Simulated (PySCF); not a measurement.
Correlation energy of Pb (lead, neutral)

[Xe] 4f14 5d10 6s1 6p2 6d1, one real determinant (an excited configuration). Computed with PySCF 2.14 in aug-cc-pwCVDZ-PP with ECP60MDF, with scalar relativity through the core potential. Frozen: 5s2 5p6 5d10; 4 electrons correlated.

```
  level  correlation energy (mhartree)
   CCSD                         -19.83
    (T)                          -1.72
CCSD(T)                         -21.55
```

Diagnostics: T1 = 0.014, D1 = 0.0337, largest double amplitude 0.394.

The real determinant used has ⟨L²⟩ near 8 against 12 for a pure F term, so it mixes terms. Spin-orbit coupling is strong in this species (close to jj coupling), so the high-spin LS determinant is a model state, not a physical level. The outer electron is Rydberg-like, and this basis confines it to a smaller radius and binds it less than a complete one would. A double-excitation amplitude exceeds 0.15, a sign of near-degeneracy.

Cost of the coupled-cluster step: about 0.9 core-seconds, for 4 correlated electrons.

Iterations:

```
CC2 = 0
CCSD nocc = (np.int64(4), np.int64(0)), nmo = (39, 39)
frozen orbitals [[0, 1, 2, 3, 4, 5, 6, 7, 8], [0, 1, 2, 3, 4, 5, 6, 7, 8]]
max_cycle = 100
direct = 0
conv_tol = 1e-08
conv_tol_normt = 1e-06
diis_space = 8
diis_start_cycle = 0
Init t2, MP2 energy = -0.00927571873259501
Init E_corr(UCCSD) = -0.00927571874695436
cycle = 1  E_corr(UCCSD) = -0.012291271039882  dE = -0.00301555229  norm(t1,t2) = 0.041632
cycle = 2  E_corr(UCCSD) = -0.0135031993817648  dE = -0.00121192834  norm(t1,t2) = 0.0300261
cycle = 3  E_corr(UCCSD) = -0.0147620583866111  dE = -0.001258859  norm(t1,t2) = 0.0270761
cycle = 4  E_corr(UCCSD) = -0.0148165288092554  dE = -5.44704226e-05  norm(t1,t2) = 0.0303027
cycle = 5  E_corr(UCCSD) = -0.0171891547694467  dE = -0.00237262596  norm(t1,t2) = 0.0246268
cycle = 6  E_corr(UCCSD) = -0.0203605166822192  dE = -0.00317136191  norm(t1,t2) = 0.0143609
cycle = 7  E_corr(UCCSD) = -0.0193168993262329  dE = 0.00104361736  norm(t1,t2) = 0.003544
cycle = 8  E_corr(UCCSD) = -0.0200400653366616  dE = -0.00072316601  norm(t1,t2) = 0.00271734
cycle = 9  E_corr(UCCSD) = -0.0198175891003011  dE = 0.000222476236  norm(t1,t2) = 0.00114891
cycle = 10  E_corr(UCCSD) = -0.0198387221981442  dE = -2.11330978e-05  norm(t1,t2) = 0.000114708
cycle = 11  E_corr(UCCSD) = -0.0198300656759523  dE = 8.65652219e-06  norm(t1,t2) = 3.94722e-05
cycle = 12  E_corr(UCCSD) = -0.0198322334665528  dE = -2.1677906e-06  norm(t1,t2) = 1.04282e-05
cycle = 13  E_corr(UCCSD) = -0.0198319595624048  dE = 2.73904148e-07  norm(t1,t2) = 1.53911e-06
cycle = 14  E_corr(UCCSD) = -0.0198319780382957  dE = -1.84758909e-08  norm(t1,t2) = 1.46301e-07
cycle = 15  E_corr(UCCSD) = -0.0198319775287072  dE = 5.09588489e-10  norm(t1,t2) = 2.62513e-08
UCCSD converged
E(UCCSD) = -191.4187420076214  E_corr = -0.01983197752870719
UCCSD(T) correction = -0.00172382629744002
```

The reference is one real determinant that mixes LS terms of this configuration.

Spin-orbit coupling is strong in this species, so the high-spin LS determinant is a model state.
